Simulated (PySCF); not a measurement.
# Hartree-Fock beside MP2: AlB2H2O cation

These are calculations, not measurements. The program is PySCF 2.14.0, an open-source quantum chemistry code, run on an isolated molecule that a program drew, which may never have been made. The molecule is AlB2H2O cation (charge +1, singlet), drawn as the SMILES string `O=B[BH][AlH+]`.

The geometry was optimised and harmonic frequencies were computed with HF and MP2, all in the cc-pV(D+d)Z basis, for the commonest isotopes, with a restricted reference for singlets and an unrestricted one otherwise, and a frozen core in MP2. Each result is a local minimum of its method.

Geometry at the HF minimum:
```xyz
6
AlB2H2O cation, angstrom
O    -0.8613   -3.2698   -0.2618
B    -0.5080   -2.1515   -0.3894
B    -0.1141   -0.5121   -0.4648
Al   -1.2008    0.9084    0.7610
H     0.7399   -0.0641   -1.1603
H    -1.9608    1.9450    1.6245
```

Lengths of the bonds as drawn, in Å (atoms numbered as above):
```
bond,HF,MP2
O1-B2,1.180,1.220
B2-B3,1.688,1.676
B3-Al4,2.168,2.159
B3-H5,1.189,1.199
Al4-H6,1.549,1.554
```

Rotational constants, in GHz:
```
constant,HF,MP2
A,24.24,24.3
B,2.268,2.251
C,2.074,2.061
```

Harmonic frequencies in cm^-1, each column in rising order, so a row needn't be the same motion in every method:
```
rank,HF,MP2
1,104,98
2,310,273
3,377,348
4,396,376
5,433,415
6,572,?
7,716,683
8,803,785
9,989,939
10,2140,1933
11,2199,2088
12,2805,2730
```

**Estimate the missing MP2 frequency from the HF column.**

A single factor s that minimises the squared misfit of MP2 against s times HF over the other rows is sum(HF x MP2) / sum(HF^2) = 0.9488, with an rms misfit of 37 cm^-1. For rank 6 it gives 0.9488 x 572 = 543 cm^-1. The calculation gives 548 cm^-1, 5 cm^-1 above the estimate. The drawn bonds are on average 0.7 % longer in MP2 than in HF.
